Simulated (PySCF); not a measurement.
AlClBr₂, SMILES [Br][Al]([Cl])[Br].

Geometry optimised at r2SCAN-D4/def2-SVP. The structure was generated by enumeration; whether it is a known compound was not checked.

These are PBE/def2-TZVP in PySCF values and carry that method's errors.

Symmetry labels are those of the subgroup C2v that the program uses (full group C2v).

Computed valence orbital energies around the gap with their symmetry:
| orbital | symmetry | energy (eV) |
|---|---|---|
| HOMO−7 | A1 | -9.62 |
| HOMO−6 | B2 | -9.42 |
| HOMO−5 | B1 | -8.70 |
| HOMO−4 | B2 | -8.30 |
| HOMO−3 | B1 | -8.06 |
| HOMO−2 | A1 | -7.98 |
| HOMO−1 | A2 | -7.83 |
| HOMO | B2 | -7.49 |
| LUMO | A1 | -2.35 |
| LUMO+1 | B1 | -2.14 |
| LUMO+2 | A1 | 0.49 |
| LUMO+3 | B2 | 0.63 |
